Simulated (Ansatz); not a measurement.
System: C4H6BBr (charge 0, singlet). SMILES: C=CB(Br)C=C
Coordinates optimised at B3LYP-D3(BJ)/def2-TZVP (Ansatz, a first-principles code):
```
B
C 1 1.5412
C 2 1.3369 1 126.07
H 3 1.0837 2 121.23 1 0.00
H 3 1.0842 4 116.61 2 -180.00
H 2 1.0890 3 117.21 4 180.00
C 1 1.5412 2 121.29 6 0.00
C 7 1.3369 1 126.07 2 180.00
H 8 1.0837 7 121.23 1 0.00
H 8 1.0842 9 116.61 7 -180.00
H 7 1.0890 8 117.21 9 -180.00
Br 1 1.9508 2 119.35 6 -180.00
```
Charge 0, spin multiplicity 1.

Wanted: atomisation energy (electronic, to ground-state atoms), in kJ/mol. Cores are frozen in the correlated levels unless marked. Open shells are spin-unrestricted. Spin-orbit coupling is left out. The frozen core is the preceding noble-gas configuration, with the filled d and f shells of earlier blocks. No relativistic terms. The coupled-cluster limit lacks core correlation, which all-electron functionals hold. Basis-set limits of correlation are two-point, X^-3; Hartree-Fock from the larger set. [CCSD(T)-MP2]/basis is that difference in the basis named.

```
level                                                                 program  atomisation energy (kJ/mol)  minus last row
-------------------------------------------------------------  --------------  ---------------------------  --------------
HF/STO-3G                                                              Ansatz                       4580.1          -405.0
HF/aug-cc-pVTZ                                                         Ansatz                       3784.2         -1200.9
HF/aug-cc-pVQZ                                                         Ansatz                       3790.6         -1194.5
PBE-D4/def2-TZVPD                                              Ansatz + dftd4                       5145.0           159.9
PBE0/6-31G*                                                            Ansatz                       5046.5            61.4
PBE0/def2-SVP                                                          Ansatz                       5094.4           109.3
wB97X-V/def2-TZVPD                                                     Ansatz                       4990.8             5.7
wB97X/def2-TZVPD                                                       Ansatz                       4985.6             0.5
B2GP-PLYP/def2-TZVPD                                                   Ansatz                       4943.9           -41.2
RI-MP2/cc-pVQZ                                                         Ansatz                       5040.7            55.6
SCS-MP2/cc-pVQZ                                                        Ansatz                       4998.6            13.5
CCSD/cc-pVTZ                                                           Ansatz                       4786.3          -198.8
RI-MP2/CBS(aug-cc-pVTZ,aug-cc-pVQZ)+[CCSD(T)-MP2]/aug-cc-pVTZ          Ansatz                       4988.1             3.0
RI-MP2/CBS(cc-pVTZ,cc-pVQZ)+[CCSD(T)-MP2]/cc-pVTZ                      Ansatz                       4987.5             2.4
CCSD(T)/CBS(cc-pVTZ,cc-pVQZ)                                           Ansatz                       4985.1             0.0
```

The Hartree-Fock reference is unstable (checked in the largest basis), which strains HF and MP2.
